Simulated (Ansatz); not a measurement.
Molecular dynamics of C₂H₁₀N₂Si

input.yaml

```yaml
crystal:
  periodic: [false, false, false]
  atoms:
    - { symbol: Si, position_ang: [0.011332, 0.046893, -0.023979] }
    - { symbol: C, position_ang: [0.134905, -0.100734, 1.854207] }
    - { symbol: H, position_ang: [-0.846878, -0.226538, 2.304472] }
    - { symbol: H, position_ang: [0.736856, -0.957126, 2.153072] }
    - { symbol: H, position_ang: [0.587041, 0.785093, 2.292607] }
    - { symbol: "N", position_ang: [1.631211, 0.248069, -0.583785] }
    - { symbol: H, position_ang: [2.397114, -0.20886, -0.137064] }
    - { symbol: H, position_ang: [1.81697, 0.413634, -1.550403] }
    - { symbol: "N", position_ang: [-0.860212, 1.412849, -0.617026] }
    - { symbol: H, position_ang: [-1.851148, 1.390739, -0.727946] }
    - { symbol: H, position_ang: [-0.530666, 2.339648, -0.447854] }
    - { symbol: C, position_ang: [-0.905219, -1.468029, -0.679759] }
    - { symbol: H, position_ang: [-1.928034, -1.513334, -0.309872] }
    - { symbol: H, position_ang: [-0.950327, -1.464779, -1.765708] }
    - { symbol: H, position_ang: [-0.412844, -2.388025, -0.373462] }
basis:
  gaussian: { orbitals: "6-31G*" }
hamiltonian:
  xc: hf
md:
  timestep: 1.0
  n_steps: 150
  ensemble: nvt_langevin
  temperature: 2000.0
  initial_velocities: maxwell_boltzmann
  seed: 393051
  friction: 0.05
  masses: [{ species: H, mass: 2.014 }]
```

Run as:

```bash
$ ansatz run input.yaml --threads 1 --pin off --max-ram 2048MiB --backend cpu --events-out ev --progress --plain --runs-dir out
```

It starts from a relaxed structure.

Output, in part (one step line in 2, the closing report, with atoms numbered from 0):

```
md step     0: t =     0.00 fs  T =  1866.7 K  F+E_penalty+E_count = -13046.45191382 eV  E_kin = 3.619280 eV  (32 SCF iters)
md step     2: t =     2.00 fs  T =  1328.3 K  F+E_penalty+E_count = -13045.55995328 eV  E_kin = 2.575500 eV  (31 SCF iters)
md step     4: t =     4.00 fs  T =  1682.8 K  F+E_penalty+E_count = -13045.36981377 eV  E_kin = 3.262786 eV  (32 SCF iters)
md step     6: t =     6.00 fs  T =  1466.9 K  F+E_penalty+E_count = -13045.33474481 eV  E_kin = 2.844209 eV  (31 SCF iters)
md step     8: t =     8.00 fs  T =  1353.5 K  F+E_penalty+E_count = -13044.58330963 eV  E_kin = 2.624351 eV  (32 SCF iters)
md step    10: t =    10.00 fs  T =  1519.8 K  F+E_penalty+E_count = -13044.72402700 eV  E_kin = 2.946766 eV  (32 SCF iters)
md step    12: t =    12.00 fs  T =  1745.2 K  F+E_penalty+E_count = -13044.79371769 eV  E_kin = 3.383797 eV  (32 SCF iters)
md step    14: t =    14.00 fs  T =  1567.6 K  F+E_penalty+E_count = -13044.79780943 eV  E_kin = 3.039405 eV  (32 SCF iters)
md step    16: t =    16.00 fs  T =  1765.4 K  F+E_penalty+E_count = -13044.75338262 eV  E_kin = 3.422857 eV  (32 SCF iters)
md step    18: t =    18.00 fs  T =  1564.0 K  F+E_penalty+E_count = -13044.11503827 eV  E_kin = 3.032390 eV  (32 SCF iters)
md step    20: t =    20.00 fs  T =  1545.1 K  F+E_penalty+E_count = -13043.67590040 eV  E_kin = 2.995862 eV  (32 SCF iters)
md step    22: t =    22.00 fs  T =  1352.7 K  F+E_penalty+E_count = -13043.89636849 eV  E_kin = 2.622704 eV  (32 SCF iters)
md step    24: t =    24.00 fs  T =  1461.0 K  F+E_penalty+E_count = -13044.25164609 eV  E_kin = 2.832728 eV  (32 SCF iters)
md step    26: t =    26.00 fs  T =  1606.1 K  F+E_penalty+E_count = -13044.24949817 eV  E_kin = 3.114021 eV  (31 SCF iters)
md step    28: t =    28.00 fs  T =  1418.1 K  F+E_penalty+E_count = -13044.11489211 eV  E_kin = 2.749577 eV  (31 SCF iters)
md step    30: t =    30.00 fs  T =  1634.3 K  F+E_penalty+E_count = -13044.41506788 eV  E_kin = 3.168696 eV  (32 SCF iters)
md step    32: t =    32.00 fs  T =  2038.6 K  F+E_penalty+E_count = -13044.64012798 eV  E_kin = 3.952557 eV  (31 SCF iters)
md step    34: t =    34.00 fs  T =  1615.4 K  F+E_penalty+E_count = -13044.06184601 eV  E_kin = 3.132149 eV  (31 SCF iters)
md step    36: t =    36.00 fs  T =  1530.5 K  F+E_penalty+E_count = -13044.18464653 eV  E_kin = 2.967441 eV  (33 SCF iters)
md step    38: t =    38.00 fs  T =  2040.6 K  F+E_penalty+E_count = -13044.66563645 eV  E_kin = 3.956457 eV  (32 SCF iters)
md step    40: t =    40.00 fs  T =  2278.0 K  F+E_penalty+E_count = -13044.40150606 eV  E_kin = 4.416836 eV  (33 SCF iters)
md step    42: t =    42.00 fs  T =  2200.0 K  F+E_penalty+E_count = -13044.20115136 eV  E_kin = 4.265574 eV  (31 SCF iters)
md step    44: t =    44.00 fs  T =  1954.2 K  F+E_penalty+E_count = -13044.20286071 eV  E_kin = 3.788903 eV  (31 SCF iters)
md step    46: t =    46.00 fs  T =  1896.5 K  F+E_penalty+E_count = -13043.72357614 eV  E_kin = 3.677111 eV  (31 SCF iters)
md step    48: t =    48.00 fs  T =  1353.3 K  F+E_penalty+E_count = -13043.34497712 eV  E_kin = 2.623839 eV  (31 SCF iters)
md step    50: t =    50.00 fs  T =  1484.9 K  F+E_penalty+E_count = -13043.63556672 eV  E_kin = 2.879075 eV  (32 SCF iters)
md step    52: t =    52.00 fs  T =  1548.6 K  F+E_penalty+E_count = -13043.82871762 eV  E_kin = 3.002576 eV  (32 SCF iters)
md step    54: t =    54.00 fs  T =  1806.4 K  F+E_penalty+E_count = -13043.49116537 eV  E_kin = 3.502409 eV  (32 SCF iters)
md step    56: t =    56.00 fs  T =  1625.9 K  F+E_penalty+E_count = -13043.13786100 eV  E_kin = 3.152506 eV  (31 SCF iters)
md step    58: t =    58.00 fs  T =  1632.5 K  F+E_penalty+E_count = -13042.91583324 eV  E_kin = 3.165304 eV  (32 SCF iters)
md step    60: t =    60.00 fs  T =  1472.1 K  F+E_penalty+E_count = -13042.45270738 eV  E_kin = 2.854246 eV  (31 SCF iters)
md step    62: t =    62.00 fs  T =  1551.9 K  F+E_penalty+E_count = -13042.16851016 eV  E_kin = 3.009039 eV  (32 SCF iters)
md step    64: t =    64.00 fs  T =  1439.9 K  F+E_penalty+E_count = -13042.44306945 eV  E_kin = 2.791731 eV  (31 SCF iters)
md step    66: t =    66.00 fs  T =  1852.6 K  F+E_penalty+E_count = -13042.71833055 eV  E_kin = 3.591990 eV  (32 SCF iters)
md step    68: t =    68.00 fs  T =  2377.7 K  F+E_penalty+E_count = -13043.95493474 eV  E_kin = 4.610077 eV  (31 SCF iters)
md step    70: t =    70.00 fs  T =  1816.2 K  F+E_penalty+E_count = -13043.17981009 eV  E_kin = 3.521354 eV  (31 SCF iters)
md step    72: t =    72.00 fs  T =  1614.2 K  F+E_penalty+E_count = -13043.24432586 eV  E_kin = 3.129851 eV  (33 SCF iters)
md step    74: t =    74.00 fs  T =  2044.1 K  F+E_penalty+E_count = -13044.15763498 eV  E_kin = 3.963297 eV  (31 SCF iters)
md step    76: t =    76.00 fs  T =  2287.3 K  F+E_penalty+E_count = -13044.02334285 eV  E_kin = 4.434756 eV  (31 SCF iters)
md step    78: t =    78.00 fs  T =  1988.3 K  F+E_penalty+E_count = -13043.63066250 eV  E_kin = 3.855019 eV  (31 SCF iters)
md step    80: t =    80.00 fs  T =  2690.9 K  F+E_penalty+E_count = -13043.92029265 eV  E_kin = 5.217424 eV  (31 SCF iters)
md step    82: t =    82.00 fs  T =  2674.2 K  F+E_penalty+E_count = -13043.88808012 eV  E_kin = 5.184999 eV  (32 SCF iters)
md step    84: t =    84.00 fs  T =  1923.6 K  F+E_penalty+E_count = -13043.36711815 eV  E_kin = 3.729684 eV  (32 SCF iters)
md step    86: t =    86.00 fs  T =  1654.4 K  F+E_penalty+E_count = -13043.36991883 eV  E_kin = 3.207764 eV  (32 SCF iters)
md step    88: t =    88.00 fs  T =  1766.2 K  F+E_penalty+E_count = -13043.46498183 eV  E_kin = 3.424490 eV  (31 SCF iters)
md step    90: t =    90.00 fs  T =  1633.2 K  F+E_penalty+E_count = -13043.69678271 eV  E_kin = 3.166620 eV  (32 SCF iters)
md step    92: t =    92.00 fs  T =  1628.2 K  F+E_penalty+E_count = -13043.33086985 eV  E_kin = 3.156930 eV  (32 SCF iters)
md step    94: t =    94.00 fs  T =  1581.6 K  F+E_penalty+E_count = -13043.36752190 eV  E_kin = 3.066518 eV  (33 SCF iters)
md step    96: t =    96.00 fs  T =  2155.0 K  F+E_penalty+E_count = -13044.23960401 eV  E_kin = 4.178267 eV  (31 SCF iters)
md step    98: t =    98.00 fs  T =  2213.5 K  F+E_penalty+E_count = -13043.90600182 eV  E_kin = 4.291781 eV  (31 SCF iters)
md step   100: t =   100.00 fs  T =  2563.9 K  F+E_penalty+E_count = -13043.82517723 eV  E_kin = 4.971216 eV  (31 SCF iters)
md step   102: t =   102.00 fs  T =  3064.0 K  F+E_penalty+E_count = -13043.67991495 eV  E_kin = 5.940833 eV  (31 SCF iters)
md step   104: t =   104.00 fs  T =  2573.3 K  F+E_penalty+E_count = -13042.74758255 eV  E_kin = 4.989423 eV  (31 SCF iters)
md step   106: t =   106.00 fs  T =  1822.0 K  F+E_penalty+E_count = -13041.49100489 eV  E_kin = 3.532606 eV  (36 SCF iters)
md step   108: t =   108.00 fs  T =  2066.2 K  F+E_penalty+E_count = -13041.51061554 eV  E_kin = 4.006238 eV  (31 SCF iters)
md step   110: t =   110.00 fs  T =  2115.9 K  F+E_penalty+E_count = -13041.54572543 eV  E_kin = 4.102603 eV  (32 SCF iters)
md step   112: t =   112.00 fs  T =  2588.2 K  F+E_penalty+E_count = -13042.26344711 eV  E_kin = 5.018289 eV  (32 SCF iters)
md step   114: t =   114.00 fs  T =  2981.5 K  F+E_penalty+E_count = -13043.93287069 eV  E_kin = 5.780919 eV  (31 SCF iters)
md step   116: t =   116.00 fs  T =  2844.6 K  F+E_penalty+E_count = -13044.04252464 eV  E_kin = 5.515385 eV  (31 SCF iters)
md step   118: t =   118.00 fs  T =  2527.1 K  F+E_penalty+E_count = -13043.53488043 eV  E_kin = 4.899752 eV  (31 SCF iters)
md step   120: t =   120.00 fs  T =  2440.6 K  F+E_penalty+E_count = -13043.39005673 eV  E_kin = 4.732055 eV  (31 SCF iters)
md step   122: t =   122.00 fs  T =  2180.9 K  F+E_penalty+E_count = -13043.37492425 eV  E_kin = 4.228639 eV  (31 SCF iters)
md step   124: t =   124.00 fs  T =  2074.7 K  F+E_penalty+E_count = -13043.49784891 eV  E_kin = 4.022685 eV  (31 SCF iters)
md step   126: t =   126.00 fs  T =  1812.6 K  F+E_penalty+E_count = -13043.42037059 eV  E_kin = 3.514502 eV  (33 SCF iters)
md step   128: t =   128.00 fs  T =  1607.8 K  F+E_penalty+E_count = -13043.81153242 eV  E_kin = 3.117387 eV  (32 SCF iters)
md step   130: t =   130.00 fs  T =  1908.2 K  F+E_penalty+E_count = -13043.47422037 eV  E_kin = 3.699846 eV  (32 SCF iters)
md step   132: t =   132.00 fs  T =  2168.6 K  F+E_penalty+E_count = -13043.57961327 eV  E_kin = 4.204782 eV  (31 SCF iters)
md step   134: t =   134.00 fs  T =  2349.1 K  F+E_penalty+E_count = -13043.24372153 eV  E_kin = 4.554614 eV  (31 SCF iters)
md step   136: t =   136.00 fs  T =  2354.1 K  F+E_penalty+E_count = -13043.99950197 eV  E_kin = 4.564347 eV  (31 SCF iters)
md step   138: t =   138.00 fs  T =  2462.2 K  F+E_penalty+E_count = -13044.42910284 eV  E_kin = 4.773986 eV  (31 SCF iters)
md step   140: t =   140.00 fs  T =  1875.0 K  F+E_penalty+E_count = -13043.32707802 eV  E_kin = 3.635410 eV  (32 SCF iters)
md step   142: t =   142.00 fs  T =  1446.4 K  F+E_penalty+E_count = -13043.18862865 eV  E_kin = 2.804488 eV  (31 SCF iters)
md step   144: t =   144.00 fs  T =  1938.8 K  F+E_penalty+E_count = -13043.95969966 eV  E_kin = 3.759203 eV  (31 SCF iters)
md step   146: t =   146.00 fs  T =  1981.7 K  F+E_penalty+E_count = -13044.14788090 eV  E_kin = 3.842339 eV  (31 SCF iters)
md step   148: t =   148.00 fs  T =  1819.6 K  F+E_penalty+E_count = -13043.93281291 eV  E_kin = 3.528079 eV  (31 SCF iters)
md step   150: t =   150.00 fs  T =  1734.9 K  F+E_penalty+E_count = -13043.87666013 eV  E_kin = 3.363861 eV  (35 SCF iters)
Total energy: -13043.87666013 eV, -479.3536258027 hartree
Atom 0 at    -0.074259     0.652185    -0.132784 Å, force     0.832580    -1.347034    -0.629655 eV/Å
Atom 1 at    -0.311998     0.957832     1.659789 Å, force    -0.759590     0.591717    -1.200908 eV/Å
Atom 2 at    -1.164867     0.284566     1.920152 Å, force     0.896296     1.175502     0.655205 eV/Å
Atom 3 at     0.642652     0.704781     2.099938 Å, force    -0.368908     0.205577     0.951219 eV/Å
Atom 4 at    -0.540161     2.069598     1.620184 Å, force     0.180142    -1.666595     1.116962 eV/Å
Atom 5 at     1.610662     0.642368    -0.501944 Å, force     0.897898     0.381695    -0.262393 eV/Å
Atom 6 at     2.169735     0.041322     0.105305 Å, force    -0.223278     0.765284    -0.886184 eV/Å
Atom 7 at     2.100130     0.981297    -1.332965 Å, force    -0.601958    -0.570647     1.074010 eV/Å
Atom 8 at    -1.129177     1.646663    -1.003221 Å, force    -5.246431    -1.632028    -0.893544 eV/Å
Atom 9 at    -2.067666     0.971397    -1.152202 Å, force     3.488131     2.852534     1.189603 eV/Å
Atom 10 at    -1.031313     1.876109    -1.944752 Å, force     1.049462     0.890136    -1.319430 eV/Å
Atom 11 at    -0.771314    -0.983958    -0.636576 Å, force    -4.580972    -3.633676    -1.401134 eV/Å
Atom 12 at    -1.982225    -1.185132    -0.165245 Å, force     3.755439     0.857352    -1.469070 eV/Å
Atom 13 at    -0.936875    -1.112577    -1.821484 Å, force     0.491897     0.671599     2.873259 eV/Å
Atom 14 at    -0.291673    -1.931130    -0.368484 Å, force     0.189293     0.458586     0.202058 eV/Å
Dipole moment:     0.221310    -0.193936    -0.310077 e Å
```

All steps were run. A run of 0.15 ps of so small a system gives no equilibrium averages.

The same pairs are bonded in the first frame and the last. Pairs count as bonded within 1.25 times the sum of covalent radii (0.12 Å more for H–H).

Last frame:

```xyz
15
Properties=species:S:1:pos:R:3
Si -0.074 0.652 -0.133
C -0.312 0.958 1.660
H -1.165 0.285 1.920
H 0.643 0.705 2.100
H -0.540 2.070 1.620
N 1.611 0.642 -0.502
H 2.170 0.041 0.105
H 2.100 0.981 -1.333
N -1.129 1.647 -1.003
H -2.068 0.971 -1.152
H -1.031 1.876 -1.945
C -0.771 -0.984 -0.637
H -1.982 -1.185 -0.165
H -0.937 -1.113 -1.821
H -0.292 -1.931 -0.368
```

Time of the run: 5.6 min on 1 thread of Arm Neoverse V2 (shared host), peak memory 0.2 GiB.
